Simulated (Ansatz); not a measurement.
Geometry optimisation of GaH2I.

```yaml
crystal:
  periodic: [false, false, false]
  atoms:
    - {symbol: Ga, position_ang: [0.125100, 0.209820, 0.002750]}
    - {symbol: H, position_ang: [1.676440, 0.160550, 0.011130]}
    - {symbol: H, position_ang: [-0.650930, 1.553690, -0.020940]}
    - {symbol: I, position_ang: [-1.150610, -1.924050, 0.007060]}
basis:
  gaussian: {orbitals: def2-TZVP}
hamiltonian: {xc: pbe, dispersion: d4}
scf: {lower_state_search: "off"}
output: {orbitals: {seedname: orbitals}}
relax: {f_tol: 0.02, max_steps: 100}
```

```sh
$ ansatz run in.yaml --threads 4 --pin off --events-out ev --progress --plain --max-ram 3916MiB
```

Output, abridged:

```
Functional definition: PBE
mean field -60504.18168617 eV, -2223.4876657594 hartree, gradient 8.4e-7 eV, S^2 0.000000; 0 other end points of the search recorded, 0 dependent functions left out
relax step   1: F+E_penalty+E_count = -60504.25708088 eV  Δ(F+E_penalty+E_count) = +0.000e0 eV  max|allowed force component| = 2.915e-1 eV/Å  Δτ_max = 0.0000 Å  (15 SCF iters, accepted)
mean field -60504.20339883 eV, -2223.4884636849 hartree, gradient 1.6e-6 eV, S^2 0.000000; 0 other end points of the search recorded, 0 dependent functions left out
relax step   2: F+E_penalty+E_count = -60504.27887087 eV  Δ(F+E_penalty+E_count) = -2.179e-2 eV  max|allowed force component| = 4.186e-2 eV/Å  Δτ_max = 0.0711 Å  (20 SCF iters, accepted)
mean field -60504.20362869 eV, -2223.4884721321 hartree, gradient 1.6e-6 eV, S^2 0.000000; 0 other end points of the search recorded, 0 dependent functions left out
relax step   3: F+E_penalty+E_count = -60504.27905376 eV  Δ(F+E_penalty+E_count) = -1.829e-4 eV  max|allowed force component| = 1.644e-2 eV/Å  Δτ_max = 0.0059 Å  (22 SCF iters, accepted)
Total energy: -60504.27908750 eV, -2223.4912451924 hartree
Atom 0 at     0.147883     0.247212    -0.000818 Å, force    -0.003796    -0.006305    -0.000925 eV/Å
Atom 1 at     1.709028     0.104481     0.013246 Å, force    -0.006700    -0.002803     0.000343 eV/Å
Atom 2 at    -0.716081     1.555246    -0.020162 Å, force     0.000700    -0.007333     0.000446 eV/Å
Atom 3 at    -1.140830    -1.906930     0.007734 Å, force     0.009795     0.016441     0.000135 eV/Å
Dipole moment:     0.152983     0.255728    -0.000912 e Å
Checks for a lower state left out: stability, starts, cluster_reference, orbital_swaps, neighbouring_geometries, increment
```

Run time 1.4 s (4 threads of Arm Neoverse V2 on a shared host).

In the def2 sets I takes a core potential; there is no spin–orbit coupling.
